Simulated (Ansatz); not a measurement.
`O=C=NB(F)Cl` + `C[SeH]` → `C[Se]B(F)Cl` + `N=C=O` at 700 K and 1 bar (ligand exchange at a B–N bond).

Computed with Ansatz on PBE0-D4/def2-TZVP structures; ΔE is electronic, products minus reactants. CCSD(T)/CBS is the MP2 limit (def2-TZVPP, def2-QZVPP) plus CCSD(T) − MP2 in def2-TZVPP, frozen cores. This one scheme is used for every species. For Se outer-core shells are correlated without core-valence functions, which leaves a few kJ/mol of doubt a bond. Scalar relativity is left out up to krypton. Each species was taken in one conformer, which may not be the lowest.

```
      species  CCSD(T)/CBS energy (Eh)  H − E (kJ/mol)  S (J/(mol·K))
`O=C=NB(F)Cl`               -752.42964           115.6          414.4
     `C[SeH]`              -2441.15625           157.6          325.3
`C[Se]B(F)Cl`              -3025.05449           188.6          449.7
      `N=C=O`               -168.51995            89.3          283.6
```

H − E and S are ideal-gas, rigid-rotor, harmonic terms from PBE0-D4/def2-TZVP, for one conformer and one mirror image of each species. 1 Eh = 2625.50 kJ/mol, R = 8.31446 J/(mol·K).

Question: By hand: ΔE, ΔH, ΔS and ΔG.

Answer: ΔE = (-3025.05449) + (-168.51995) − (-752.42964) − (-2441.15625) = 0.01145 Eh = 30.1 kJ/mol. Δ(H − E) = 188.6 + 89.3 − 115.6 − 157.6 = 4.7, so ΔH = 34.8 kJ/mol. ΔS = 449.7 + 283.6 − 414.4 − 325.3 = -6.4 J/(mol·K). ΔG = 34.8 − 700 × (-6.4)/1000 = 39.3 kJ/mol.

Question: By hand: the equilibrium constant, and the temperature at which ΔG would vanish if ΔH and ΔS stayed fixed.

Answer: log₁₀ K = −ΔG/(RT ln 10) = -2.9. ΔH and −TΔS have one sign here, so there is no such temperature.

The number of gas molecules stays the same, so ΔS is small and ΔH decides. A doubt of 5 kJ/mol in ΔE shifts log₁₀ K by 0.4 here. Other conformers and mirror images would add mixing entropy, several J/(mol·K) or more a flexible species. These are equilibria of isolated gas molecules and say nothing of rates. Largest T1 diagnostic: 0.018 (customary marks: 0.02 for closed shells, 0.045 for open ones).

ΔS is within the doubt of such terms, so its sign, and with it that verdict, could turn.
